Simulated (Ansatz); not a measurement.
Isolated molecules relaxed with PBE0-D4/def2-TZVP in Ansatz; ΔE leaves out vibrations. CCSD(T)/CBS adds triple-zeta CCSD(T) − MP2 to the extrapolated MP2 energy (def2 sets, frozen cores). Functionals use def2-TZVPP. B3LYP here is the variant with VWN-RPA as its local correlation; programs differ in this. For Ga outer-core shells are correlated without core-valence functions, which leaves a few kJ/mol of doubt a bond. Scalar relativity is left out up to krypton. One conformer a species, not always the lowest.

`CC[N](C)[GaH][CH3]` + `S[SiH2]Cl` → `CCS[SiH2]Cl` + `C[NH][GaH][CH3]`  (substitution at a C–N bond)

`CC[N](C)[GaH][CH3]`:

```xyz
18

C    -0.296   -0.526   -2.054
C    -0.340   -0.926   -0.585
N     0.624   -0.247    0.249
C     1.989   -0.653    0.029
Ga    0.149    1.022    1.476
C    -1.761    1.445    1.646
H    -1.055   -1.068   -2.623
H    -0.483    0.545   -2.165
H     0.674   -0.747   -2.505
H    -1.343   -0.726   -0.196
H    -0.191   -2.015   -0.507
H     2.350   -0.412   -0.979
H     2.111   -1.738    0.166
H     2.652   -0.152    0.739
H     1.346    1.634    2.280
H    -2.182    1.736    0.680
H    -2.316    0.571    1.996
H    -1.929    2.259    2.353
```

`S[SiH2]Cl`:

```xyz
6

S    -1.691    0.218   -0.010
Si    0.424    0.230   -0.154
Cl    1.184   -1.518   -0.919
H    -1.718   -0.674    0.996
H     1.050    0.415    1.173
H     0.751    1.330   -1.085
```

`CCS[SiH2]Cl`:

```xyz
12

C     0.710    1.130    1.000
C     1.090   -0.214    0.419
S    -0.229   -1.476    0.536
Si   -1.520   -0.869   -1.014
Cl   -0.574   -0.877   -2.845
H     1.561    1.816    0.945
H     0.412    1.035    2.045
H    -0.119    1.583    0.453
H     1.925   -0.656    0.966
H     1.397   -0.136   -0.626
H    -2.026    0.513   -0.845
H    -2.626   -1.850   -1.033
```

`C[NH][GaH][CH3]`:

Z-matrix (Å, degrees):
```
C
N 1 1.442
H 1 1.098 2 112.5
H 1 1.098 2 112.5 3 -121.6
H 1 1.092 2 110.0 3 119.2
Ga 2 1.821 1 128.6 3 -119.1
H 2 1.008 1 112.9 3 60.8
C 6 1.963 2 118.9 1 0.0
H 6 1.567 2 114.7 1 179.9
H 8 1.091 6 112.3 2 -2.3
H 8 1.093 6 110.3 2 -123.3
H 8 1.093 6 110.2 2 118.6
```

| level | ΔE (eV) |
| --- | --- |
| B3LYP-D4 | -0.16 |
| r2SCAN | -0.17 |
| HF/CBS(def2) | -0.17 |
| MP2/CBS(def2) | -0.18 |

What does CCSD(T)/CBS give? (An estimate is asked.)

Computed: -0.15 eV. The listed levels differ from it by -0.01, -0.02, -0.02, -0.03 eV.

Largest T1 diagnostic among the species: 0.013.

In def2-TZVPP, CCSD(T) changes the Hartree–Fock value by +0.07 eV (the triples alone add +0.00 eV) and MP2 by +0.04 eV.
